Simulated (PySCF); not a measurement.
Radial density of Si²⁺ (silicon, charge +2)

UHF, [Ne] 3s2, closed-shell 1S. Computed with PySCF 2.14 in def2-TZVP, with the non-relativistic Hamiltonian (point nucleus).

| r (bohr) | 4πr²ρ (e/bohr) |
| --- | --- |
| 0.00214 | 0.09565 |
| 0.00360 | 0.2609 |
| 0.00606 | 0.6868 |
| 0.0102 | 1.734 |
| 0.0171 | 4.038 |
| 0.0288 | 8.265 |
| 0.0485 | 13.58 |
| 0.0815 | 15.74 |
| 0.137 | 11.65 |
| 0.231 | 10.08 |
| 0.388 | 14.32 |
| 0.653 | 9.106 |
| 1.10 | 1.992 |
| 1.85 | 1.232 |
| 3.11 | 0.2821 |
| 5.22 | 0.004713 |
